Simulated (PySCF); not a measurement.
# LaH3(NH3) relaxed at several levels

Computed with PySCF 2.14.0, PBE0, def2-SVP on the ligands, density fitting, scalar-relativistic core potentials, no spin-orbit coupling, vacuum. Each row is relaxed at its own level from the same template. Distances are means of the shortest metal–ligand contacts, charges and spins Mulliken's; removal energies are rigid, with the ligand's formal charge and no counterpoise, so too large; for an anion taken off a cation in vacuum most of it is the attraction of opposite charges, and multiply charged cations can part far more cheaply with an electron moved from ligand to metal. lcecp potentials hold a fixed number of 4f electrons in the core, out of states, spins and gaps.

| level | basis on the metal | point group | M–H (Å) | M–NH3 (Å) | charge on M (e) | dipole (D) | HOMO–LUMO gap (eV) | removal of one H (eV) | strongest infrared band, degenerate modes summed (cm⁻¹) | unstable modes (below −25 cm⁻¹) |
| --- | --- | --- | --- | --- | --- | --- | --- | --- | --- | --- |
| PBE0 | lcecp-1-SVP with ECP46 | C3v | 2.148 | 2.692 | 0.69 | 6.58 | – | 8.55 | 1304 | 0 |

Q: What does the calculation give for PBE0, def2-SVP with ECP46?

A: point group: C3v, M–H (Å): 2.153, M–NH3 (Å): 2.708, charge on M (e): 0.77, dipole (D): 7.60, HOMO–LUMO gap (eV): 5.04, removal of one H (eV): 8.51, strongest infrared band, degenerate modes summed (cm⁻¹): 1306, unstable modes (below −25 cm⁻¹): 0.
```xyz
8

La    0.2385   -0.2385    0.2385
H     1.3879    1.1738    1.3879
H    -1.1738   -1.3879    1.3879
H     1.3879   -1.3879   -1.1738
N    -1.3247    1.3247   -1.3247
H    -1.9391    1.9391   -0.7857
H    -0.7857    1.9391   -1.9391
H    -1.9391    0.7857   -1.9391
```

One start shape was tried for each, so a minimum needn't be the lowest isomer.
